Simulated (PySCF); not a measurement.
Mo(NH)(S)(Cl)(NH2) (ClH₃MoN₂S), SMILES [Cl][Mo]([NH2])(=[NH])=[S], multiplicity 1.

Geometry optimised at B3LYP-D3(BJ)/def2-SVP. The spin state was assumed, not searched. The structure was generated by enumeration; whether it is a known compound was not checked. The def2 effective core potentials stand for the cores of Mo; spin–orbit coupling is left out. Other conformers were not sampled.

These are TDA-PBE/def2-SVPD (PySCF) values and carry that method's errors.

Vertical excitations. Gas-phase values at a fixed geometry.

Computed lowest excited states:
```tsv
state	energy (eV)	λ (nm)	f	main pairs
S1	3.14	395	0.001	HOMO→LUMO 84 %
S2	3.35	370	0.003	HOMO→LUMO+1 77 %, HOMO−1→LUMO 13 %
S3	3.58	346	0.019	HOMO−1→LUMO 53 %, HOMO−1→LUMO+1 17 %, HOMO→LUMO 10 %
S4	3.75	330	0.013	HOMO−1→LUMO+1 52 %, HOMO−2→LUMO 15 %, HOMO→LUMO+1 8 %
S5	4.10	303	0.001	HOMO−2→LUMO 40 %, HOMO→LUMO+2 28 %, HOMO−3→LUMO 13 %, HOMO−2→LUMO+1 11 %
S6	4.12	301	0.002	HOMO−3→LUMO 76 %, HOMO−2→LUMO 13 %
S7	4.25	292	0.003	HOMO−1→LUMO+2 40 %, HOMO−2→LUMO+1 32 %, HOMO−4→LUMO 7 %
S8	4.33	286	0.001	HOMO−3→LUMO+1 37 %, HOMO→LUMO+2 21 %, HOMO−1→LUMO+2 14 %, HOMO−4→LUMO 11 %
S9	4.35	285	0.003	HOMO−3→LUMO+1 26 %, HOMO→LUMO+2 18 %, HOMO−2→LUMO+1 17 %, HOMO−4→LUMO+1 16 %
S10	4.51	275	0.006	HOMO−4→LUMO 54 %, HOMO→LUMO+3 15 %, HOMO−3→LUMO+1 10 %
T1	2.74	453	0	HOMO→LUMO 71 %, HOMO−1→LUMO 24 %
T2	2.91	426	0	HOMO−1→LUMO 52 %, HOMO→LUMO 26 %, HOMO−1→LUMO+1 13 %
T3	2.98	416	0	HOMO→LUMO+1 78 %, HOMO−1→LUMO 14 %
T4	3.16	392	0	HOMO−1→LUMO+1 78 %
```
Triplets are in the Tamm–Dancoff approximation.
